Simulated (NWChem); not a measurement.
C3H3N2, doublet; SMILES [c]1cnc[nH]1

Computed with NWChem. Spin-unrestricted. Medium grid unless said otherwise, to which SCAN and Minnesota functionals are sensitive. In the optimisation the excess spin sits in a' (Cs, its own frame). Structure relaxed at the PBE-D3(BJ)/def2-SVP, spin-unrestricted level. No stability test was run on the SCF state. B3LYP is NWChem's, with the RPA form of VWN correlation.

### Question
Order these by “lowest empty minus highest occupied level, either spin (eV)”, lowest first: PBE/def2-SVP; MPW1K/def2-SVP; B3LYP/def2-SVP; LRC-wPBEh/def2-SVP; SCAN/def2-SVP.

### Answer
PBE/def2-SVP (1.39), SCAN/def2-SVP (2.21), B3LYP/def2-SVP (2.95), MPW1K/def2-SVP (5.37), LRC-wPBEh/def2-SVP (7.34)
